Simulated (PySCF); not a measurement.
# Dipole response of Cd⁺ (cadmium, charge +1)

[Kr] 4d10 5s1, 2S determinant. Calculation: PySCF 2.14, in x2c-QZVPPall with one added diffuse shell each of s, p, d, f, g type (14s9p8d5f3g, 143 functions); the spin-free X2C one-electron Hamiltonian (Gaussian nucleus). Coupled (time-dependent) response in atomic units; α is the mean over directions.

```tsv
method	mean α (bohr³)	C₆ (like pair)	S(−4)
UHF	31.65	187.1	839.2
PBE	22.21	132.7	323.9
```

S(−4) is the Cauchy moment in α(ω) = α(0) + S(−4) ω² + …

α(iu) at PBE:

```
u (hartree)  α(iu) (bohr³)
          0          22.21
     0.0500          21.44
      0.100          19.50
      0.200          14.92
      0.300          11.48
      0.500          7.682
      0.750          5.427
       1.00          4.172
       1.50          2.775
       2.00          2.001
       3.00          1.182
       5.00         0.5479
```

A single London oscillator, α(iu) = α/(1 + u²/ω²), gives C₆ = (3/4) ω α². Matching the computed C₆ needs ω = 4 × 132.7 / (3 × 22.21²) = 0.359 hartree.

For an ion, C₆ is the dispersion term alone; charge-induced terms of lower order in 1/R come first.
